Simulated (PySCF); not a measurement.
Species: C₆H₁₂O.
SMILES with atom numbers: `[OH:1][CH2:2][CH:3]1[CH2:4][CH2:5][CH2:6][CH2:7]1` (hydrogens: H8 on O1; H9, H10 on C2; H11 on C3; H12, H13 on C4; H14, H15 on C5; H16, H17 on C6; H18, H19 on C7)

Method: PBE0-D3(BJ)/def2-SVP geometry optimisation, gas phase (PySCF 2.14.0).

Question: List the bond lengths, angles and torsions at this level.

Answer: 
```tsv
bond	length (Å)
O1–C2	1.402
C2–C3	1.519
C3–C4	1.532
C4–C5	1.524
C5–C6	1.530
C6–C7	1.543
C3–C7	1.546
O1–H8	0.963
C2–H9, C2–H10	1.107
C3–H11	1.107
C4–H12, C7–H19	1.104
C4–H13, C7–H18	1.100
C5–H14, C6–H17	1.101
C5–H15, C6–H16	1.102
```

Bonds in one row agree within 0.01 Å and their mean is given. A selection of angles:
```tsv
angle	degrees
C2–O1–H8	107.8
O1–C2–C3	113.3
O1–C2–H9	106.3
O1–C2–H10	111.8
C3–C2–H9	109.0
H9–C2–H10	106.5
C2–C3–C4	114.3
C2–C3–H11	107.7
C4–C3–C7	104.9
C4–C3–H11	107.7
C3–C4–C5	103.4
C3–C4–H12	109.4
C3–C4–H13	113.0
C5–C4–H12	109.9
C5–C4–H13	114.3
H12–C4–H13	106.8
C4–C5–C6	103.0
C4–C5–H14	113.6
C4–C5–H15	109.7
C6–C5–H14	113.2
C6–C5–H15	110.2
H14–C5–H15	107.1
C5–C6–C7	105.1
C5–C6–H16	113.1
C5–C6–H17	109.3
C7–C6–H16	112.8
C7–C6–H17	110.0
C6–C7–H18	111.8
C6–C7–H19	111.1
C3–C7–C6	106.1
C3–C7–H18	110.9
C3–C7–H19	110.9
H18–C7–H19	106.1
```

Dihedral angles: O1–C2–C3–C4 -56° (synclinal); C2–C3–C4–C5 -159° (antiperiplanar); C3–C4–C5–C6 42° (synclinal); C4–C5–C6–C7 -34° (synclinal); C5–C6–C7–C3 14° (synperiplanar); C2–C3–C7–C6 138° (anticlinal); H8–O1–C2–C3 -59° (synclinal). The mirror-image conformer, all signs reversed, is as good.

The 6 C–C bonds span 1.519 Å (C2–C3, drawn single) to 1.546 Å (C3–C7, drawn single), a spread of 0.027 Å. O1 (alcohol oxygen) is bent (angle 107.8°). Of the pairs four or more bonds apart, H8···H11 is among the closest relative to their van der Waals radii: 2.45 Å, 102 % of the sum of Bondi's values. The 5-membered ring C3–C4–C5–C6–C7 has internal angles of 103.0° to 106.1°; it is puckered, 0.18 Å rms from its mean plane, widest ring torsion 42°.

Point group: C1 (no symmetry element, even within 0.4 Å). Not checked by PBE0-D3(BJ)/def2-SVP frequencies. One conformer, not necessarily the lowest (H–O1–C2–C3 -59°, O1–C2–C3–C4 -56°, C2–C3–C4–C5 -159°, C3–C4–C5–C6 42°, C4–C5–C6–C7 -34°, C5–C6–C7–C3 14°).
